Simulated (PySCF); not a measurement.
Al(I)2(OH) (AlHI2O), SMILES [OH][Al]([I])[I].

Geometry: B3LYP-D3(BJ)/def2-SVP. A frequency run showed that this geometry is not a minimum. The def2 effective core potentials stand for the cores of I; spin–orbit coupling is left out. Other conformers were not sampled.

Calculation: B3LYP/def2-TZVP in PySCF.

Symmetry labels are those of the subgroup C2v that the program uses (full group C2v).

Computed valence orbital energies around the gap with their symmetry:
| orbital | symmetry | energy (eV) |
|---|---|---|
| HOMO−7 | A1 | -10.42 |
| HOMO−6 | B2 | -9.87 |
| HOMO−5 | B1 | -9.70 |
| HOMO−4 | B2 | -8.58 |
| HOMO−3 | B1 | -7.94 |
| HOMO−2 | A1 | -7.87 |
| HOMO−1 | A2 | -7.62 |
| HOMO | B2 | -7.35 |
| LUMO | A1 | -1.70 |
| LUMO+1 | B1 | -1.13 |
| LUMO+2 | A1 | 0.45 |
| LUMO+3 | B2 | 1.38 |
